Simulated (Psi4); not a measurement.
CH₄N (SMILES C[NH]), doublet, at a GFN2-xTB geometry; Psi4 with MP2/6-311G**.

The Psi4 input:
```
memory 2 GB

molecule mol {
0 2
C    -0.585815    0.128395    0.111942
N     0.709462   -0.269098   -0.215816
H    -0.749381    0.155157    1.203444
H    -1.301575   -0.556244   -0.345717
H    -0.800950    1.159594   -0.218501
H     1.400559    0.354808    0.199836
}

set {
  basis 6-311g**
  reference uhf
}

energy('mp2')
print_variables()
```

What the program printed (banner, timings and long lists left out):

```
    SCF Algorithm Type (re)set to DF.

   => Loading Basis Set <=

    Name: 6-311G**
    Role: ORBITAL
    Keyword: BASIS

         ---------------------------------------------------------
                                   SCF
               by Justin Turney, Rob Parrish, Andy Simmonett
                          and Daniel G. A. Smith
                              UHF Reference
         ---------------------------------------------------------

  ==> Geometry <==

    Molecular point group: c1
    Full point group: C1

    Geometry (in Angstrom), charge = 0, multiplicity = 2:

       Center              X                  Y                   Z               Mass
    ------------   -----------------  -----------------  -----------------  -----------------
         C           -0.633832150145     0.165200577429     0.139682073039    12.000000000000
         N            0.661444849855    -0.232292422571    -0.188075926961    14.003074004430
         H           -0.797398150145     0.191962577429     1.231184073039     1.007825032230
         H           -1.349592150145    -0.519438422571    -0.317976926961     1.007825032230
         H           -0.848967150145     1.196399577429    -0.190760926961     1.007825032230
         H            1.352541849855     0.391613577429     0.227576073039     1.007825032230

  Running in c1 symmetry.

  Rotational constants: A =      4.22046  B =      0.88886  C =      0.84701 [cm^-1]
  Rotational constants: A = 126526.15577  B =  26647.31186  C =  25392.70756 [MHz]
  Nuclear repulsion =   36.729626001974538

  Charge       = 0
  Multiplicity = 2
  Electrons    = 17
  Nalpha       = 9
  Nbeta        = 8

  ==> Algorithm <==

  SCF Algorithm Type is DF.
  DIIS enabled.
  MOM disabled.
  Fractional occupation disabled.
  Guess Type is SAD.
  Energy threshold   = 1.00e-08
  Density threshold  = 1.00e-08
  Integral threshold = 1.00e-12

  ==> Primary Basis <==

  Basis Set: 6-311G**
    Blend: 6-311G**
    Number of shells: 32
    Number of basis functions: 60
    Number of Cartesian functions: 62
    Spherical Harmonics?: true
    Max angular momentum: 2

   => Loading Basis Set <=

    Name: (6-311G** AUX)
    Role: JKFIT
    Keyword: DF_BASIS_SCF

  ==> Integral Setup <==

  SCF_SUBTYPE=INCORE selected. In-core MEM_DF algorithm will be used.
  Using in-core AOs.

  ==> MemDFJK: Density-Fitted J/K Matrices <==

    J tasked:                   Yes
    K tasked:                   Yes
    wK tasked:                   No
    Algorithm:                 Core
    Schwarz Cutoff:           1E-12
    Mask sparsity (%):       0.0000
    Fitting Condition:        1E-10

   => Auxiliary Basis Set <=

  Basis Set: (6-311G** AUX)
    Blend: CC-PVTZ-JKFIT
    Number of shells: 90
    Number of basis functions: 278
    Number of Cartesian functions: 332
    Spherical Harmonics?: true
    Max angular momentum: 4

  Minimum eigenvalue in the overlap matrix is 5.8823340151E-03.
  Reciprocal condition number of the overlap matrix is 9.9756955469E-04.
    Using symmetric orthogonalization.

  ==> Pre-Iterations <==

  SCF Guess: Superposition of Atomic Densities via on-the-fly atomic UHF (no occupation information).

   -------------------------
    Irrep   Nso     Nmo
   -------------------------
     A         60      60
   -------------------------
    Total      60      60
   -------------------------

  ==> Iterations <==

                           Total Energy        Delta E     RMS |[F,P]|

   @DF-UHF iter SAD:   -93.90159858940785   -9.39016e+01   0.00000e+00
   @DF-UHF iter   1:   -94.51900782025396   -6.17409e-01   5.81937e-03 ADIIS/DIIS
   @DF-UHF iter   2:   -94.59717479713862   -7.81670e-02   2.88643e-03 ADIIS/DIIS
   @DF-UHF iter   3:   -94.61352027420085   -1.63455e-02   8.28566e-04 ADIIS/DIIS
   @DF-UHF iter   4:   -94.61745009319424   -3.92982e-03   2.60802e-04 ADIIS/DIIS
   @DF-UHF iter   5:   -94.61787719160311   -4.27098e-04   9.85259e-05 DIIS
   @DF-UHF iter   6:   -94.61792751563533   -5.03240e-05   4.28481e-05 DIIS
   @DF-UHF iter   7:   -94.61793628140343   -8.76577e-06   1.84063e-05 DIIS
   @DF-UHF iter   8:   -94.61793863685860   -2.35546e-06   7.32065e-06 DIIS
   @DF-UHF iter   9:   -94.61793906072336   -4.23865e-07   2.25583e-06 DIIS
   @DF-UHF iter  10:   -94.61793909603206   -3.53087e-08   6.45622e-07 DIIS
   @DF-UHF iter  11:   -94.61793909878131   -2.74925e-09   2.46106e-07 DIIS
   @DF-UHF iter  12:   -94.61793909926170   -4.80398e-10   8.25801e-08 DIIS
   @DF-UHF iter  13:   -94.61793909931946   -5.77529e-11   2.75978e-08 DIIS
   @DF-UHF iter  14:   -94.61793909932484   -5.38591e-12   1.15710e-08 DIIS
   @DF-UHF iter  15:   -94.61793909932584   -9.94760e-13   4.61559e-09 DIIS
  Energy and wave function converged.

  ==> Post-Iterations <==

   @Spin Contamination Metric:   1.062137214E-02
   @S^2 Expected:                7.500000000E-01
   @S^2 Observed:                7.606213721E-01
   @S   Expected:                5.000000000E-01
   @S   Observed:                5.000000000E-01

    Orbital Energies [Eh]
    ---------------------

    Alpha Occupied:

[...]
    Alpha Virtual:

[...]
    Beta Occupied:

[...]
    Beta Virtual:

[...]
      60A     36.933024

    Final Occupation by Irrep:
              A
    DOCC [     8 ]
    SOCC [     1 ]
    NA   [     9 ]
    NB   [     8 ]

  @DF-UHF Final Energy:   -94.61793909932584

   => Energetics <=

    Nuclear Repulsion Energy =             36.7296260019745375
    One-Electron Energy =                -200.1188878402206797
    Two-Electron Energy =                  68.7713227389203041
    Total Energy =                        -94.6179390993258380

  UHF NO Occupations:
  HONO-2 :    7  A 1.9987635
  HONO-1 :    8  A 1.9973580
  HONO-0 :    9  A 1.0000000
  LUNO+0 :   10  A 0.0026420
  LUNO+1 :   11  A 0.0012365
  LUNO+2 :   12  A 0.0008668
  LUNO+3 :   13  A 0.0003703

Computation Completed

Properties will be evaluated at   0.000000,   0.000000,   0.000000 [a0]

Properties computed using the SCF density matrix

 Multipole Moments:

 ------------------------------------------------------------------------------------
     Multipole            Electronic (a.u.)      Nuclear  (a.u.)        Total (a.u.)
 ------------------------------------------------------------------------------------

 L = 1.  Multiply by 2.5417464519 to convert [e a0] to [Debye]
 Dipole X            :          1.3396956           -1.5425731           -0.2028775
 Dipole Y            :         -0.5883871            1.1823900            0.5940029
 Dipole Z            :         -0.4642122            0.8911632            0.4269510
 Magnitude           :                                                    0.7591349

 ------------------------------------------------------------------------------------

  //>>>>>>>>>>>>>>>>>>>>>>>>>>>>>>>>>>>//
  //               DFMP2               //
  //<<<<<<<<<<<<<<<<<<<<<<<<<<<<<<<<<<<//

   => Loading Basis Set <=

    Name: (6-311G** AUX)
    Role: RIFIT
    Keyword: DF_BASIS_MP2

	 --------------------------------------------------------
	                          DF-MP2
	      2nd-Order Density-Fitted Moller-Plesset Theory

	        Rob Parrish, Justin Turney, Andy Simmonett,
	           Ed Hohenstein, and C. David Sherrill
	 --------------------------------------------------------

	 --------------------------------------------------------
	                 NBF =    60, NAUX =   282
	 --------------------------------------------------------
	   CLASS    FOCC     OCC    AOCC    AVIR     VIR    FVIR
	   ALPHA       0       9       9      51      51       0
	    BETA       0       8       8      52      52       0
	 --------------------------------------------------------

	-----------------------------------------------------------
	 ==================> DF-MP2 Energies <====================
	-----------------------------------------------------------
	 Reference Energy          =     -94.6179390993258380 [Eh]
	 Singles Energy            =      -0.0000000000000000 [Eh]
	 Same-Spin Energy          =      -0.0719853812748350 [Eh]
	 Opposite-Spin Energy      =      -0.2666833118594019 [Eh]
	 Correlation Energy        =      -0.3386686931342369 [Eh]
	 Total Energy              =     -94.9566077924600762 [Eh]
	-----------------------------------------------------------
	 ================> DF-SCS-MP2 Energies <==================
	-----------------------------------------------------------
	 SCS Same-Spin Scale       =       0.3333333333333333 [-]
	 SCS Opposite-Spin Scale   =       1.2000000000000000 [-]
	 SCS Same-Spin Energy      =      -0.0239951270916117 [Eh]
	 SCS Opposite-Spin Energy  =      -0.3200199742312822 [Eh]
	 SCS Correlation Energy    =      -0.3440151013228939 [Eh]
	 SCS Total Energy          =     -94.9619542006487336 [Eh]
	-----------------------------------------------------------

  Variable Map:
  ----------------------------------------------------------------------------
[...]
  Array Variable Map:
  ----------------------------------------------------------------------------
[...]
[...]
```
